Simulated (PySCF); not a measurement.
Isomers C₁₁H₁₀:

A. 2-methylnaphthalene (Cc1ccc2ccccc2c1)
B. `InChI=1S/C11H10/c1-8-3-5-10-6-4-9(2)11(10)7-8/h3-7H,2H2,1H3`
C. SMILES C1=C[C@H]2C[C@@H]1c1ccccc12

Spectrum 1. ¹H NMR (500 MHz, computed): δ 7.89 (m, 1H), 7.88 (d, J = 9.4 Hz, 1H), 7.86 (m, 1H), 7.70 (quint, J = 1.3 Hz, 1H), 7.61 (m, 1H), 7.58 (m, 1H), 7.52 (dd, J = 9.4, 1.5 Hz, 1H), 2.57 (d, J = 1.3 Hz, 3H). ¹³C{¹H} NMR (computed): δ 140.5 (C), 137.2 (C), 135.2 (C), 133.5 (CH), 133.3 (CH), 133.0 (CH), 132.8 (CH), 132.7 (CH), 131.4 (CH), 130.5 (CH), 23.9 (CH3).

Spectrum 2. ¹H NMR (500 MHz, computed): δ 7.37 (m, 2H), 7.07 (m, 2H), 7.05 (m, 2H), 3.59 (m, 2H), 2.23 (dt, J = 7.6, 1.8 Hz, 1H), 2.10 (dt, J = 7.6, 1.8 Hz, 1H). ¹³C{¹H} NMR (computed): δ 157.9 (C), 154.3 (CH), 130.0 (CH), 127.2 (CH), 74.9 (CH2), 54.1 (CH).

Spectrum 3. ¹H NMR (500 MHz, computed): δ 7.52 (d, J = 1.3 Hz, 1H), 7.23 (m, 1H), 7.16 (m, 1H), 6.90 (ddd, J = 6.4, 1.8, 1.1 Hz, 1H), 6.47 (dd, J = 6.4, 1.2 Hz, 1H), 6.35 (t, J = 1.5 Hz, 1H), 5.93 (d, J = 1.1 Hz, 1H), 2.40 (d, J = 1.0 Hz, 3H). ¹³C{¹H} NMR (computed): δ 155.2 (C), 145.5 (C), 141.1 (CH), 140.3 (C), 139.7 (C), 135.5 (CH), 134.3 (CH), 125.7 (CH), 125.6 (CH), 121.9 (CH2), 23.4 (CH3).

Gas phase, rapidly exchanging positions averaged, one computed conformer, relativity neglected. Couplings computed with B3LYP/pcJ-1 (spin–dipole term left out of most H,H and C,H couplings); shielding tensors at PBE0/pcSseg-1 (GIAO); PBE0-D3(BJ)/def2-SVP geometry; PySCF.

Scale: ¹H and ¹³C against TMS (reference shieldings calculated alike). Multiplet labels drop J under 1 Hz and among equivalent protons, and merge close values. Unscaled 3J(H,H) run several per cent high. Shifts are as computed. Against solution values, carbons near 30 ppm lie about +2 ppm off and those near 130 ppm about +5 ppm (rms about the fit 1.9 ppm; single classes can miss by 10 ppm). Of 1328 compounds with measured shifts, 309 miss one by over three times the rms of a fit or turn the order of signals round; such compounds aren't used in these exercises. Signals without a measured value on file couldn't be tested in this way; 1H shifts scatter by 0.2 ppm about their fit, and single ones miss by 0.5 ppm.

Problem. Match each spectrum to its structure.

Solution. 1–A, 2–C, 3–B.

- Spectrum 1 (A): 11 ¹³C signals; δC 133.5 is an aromatic CH; δC 133.3 is an aromatic CH.
- Spectrum 2 (C): 6 ¹³C signals; δC 154.3 is an alkene CH; δC 130.0 is an aromatic CH.
- Spectrum 3 (B): 11 ¹³C signals; δC 155.2 is a fully substituted alkene carbon; δC 141.1 is an alkene CH.
